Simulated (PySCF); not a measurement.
A small calculation by hand: chemical shift, span and skew from a shielding tensor

Si(H)2(Br)(NH2) (BrH4NSi), SMILES N[SiH2]Br. Atoms are numbered in the order given.

```xyz
7

Si    -0.5860    -1.0734     0.0000
N      0.6689    -2.2482     0.0000
Br     0.1093     1.0858     0.0000
H     -1.3852    -1.2400    -1.2380
H     -1.3852    -1.2400     1.2380
H      1.2333    -2.3787     0.8353
H      1.2333    -2.3787    -0.8353
```

Geometry: B3LYP-D3(BJ)/def2-SVP. Other conformers were not sampled.

GIAO shieldings from PySCF with HF/pcSseg-1, non-relativistic, no solvent. The symmetric part of the tensor of Si1 has the principal values 374.9, 422.6, 449.6 ppm. The same nucleus in TMS has σ = 393.8 ppm at this level (PySCF, at its B3LYP-D3(BJ)/def2-TZVP geometry). Without spin–orbit terms, shifts of atoms bonded to Cl or Br come out too high.

Task: Work out the isotropic shielding, the ²⁹Si shift against TMS, the span and the skew.

Result: 
σ(iso) = (σ11 + σ22 + σ33)/3 = 415.7 ppm. δ = σ(ref) − σ(iso) = 393.8 − (415.7) = -21.9 ppm.
Span Ω = σ33 − σ11 = 74.7 ppm. Skew κ = 3(σ(iso) − σ22)/Ω = -0.28. Tumbling in solution averages the tensor to δ; in a static solid the shielding alone would spread this spin-1/2 line over Ω.
